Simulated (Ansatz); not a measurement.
Cost and result up the ladder for CoF₃ (4 atoms). Total charge 0; quintet. Geometry: PBE0-D4/def2-TZVP.

Cartesian coordinates in Å:
```
Co -0.0003 0.0002 -0.0002
F -1.6394 -0.1483 0.4950
F 1.2168 0.3664 1.1569
F 0.4229 -0.2183 -1.6517
```

Ansatz on 2 threads of Intel Xeon 6975P-C on a shared host. Times are rough, and most runs start from the orbitals of an earlier one. ωB97M-V/def2-TZVP serves as the yardstick here, not as an exact answer. Differences are given only for rows in sets of like size (and for xTB, whose basis is part of the method), since another set adds its own error. Binding counts from free atoms at the same level (Co quartet, F doublet; other spins of the atoms weren't run), without zero-point energy or a counterpoise term.

Correlated methods freeze 8 core orbitals; core or outer-core shells of Co are correlated, in sets that lack core-valence functions.

Correlated methods converge slowly with the basis.

```csv
level,functions,wall time,binding energy per atom (eV),difference from ωB97M-V/def2-TZVP (eV)
LDA (SPW92)/def2-TZVP,138,0.75 s,4.10,0.93
PBE0-D4/def2-SVP,73,1.6 s,3.13,–
HF/def2-TZVP,138,2.9 s,1.88,-1.28
PBE-QIDH/def2-TZVP,138,3.9 s,3.01,-0.15
B2PLYP/def2-TZVP,138,4.3 s,3.11,-0.06
PBE0-D4/def2-TZVP (with forces),138,5.5 s,3.12,-0.05
BHLYP-D4/def2-TZVP,138,5.5 s,2.86,-0.30
B97M-V/def2-TZVP,138,6 s,3.24,0.07
r2SCANh-D4/def2-TZVP,138,8 s,3.24,0.07
r2SCAN0-D4/def2-TZVP,138,8.5 s,3.07,-0.10
ωB97X-V/def2-TZVP,138,13 s,3.18,0.02
PBE0-D4/def2-QZVPP,271,14 s,3.21,–
ωB97M-V/def2-TZVP,138,16 s,3.17,0.00
CCSD(T)/def2-TZVP,138,65 s,3.04,-0.12
```
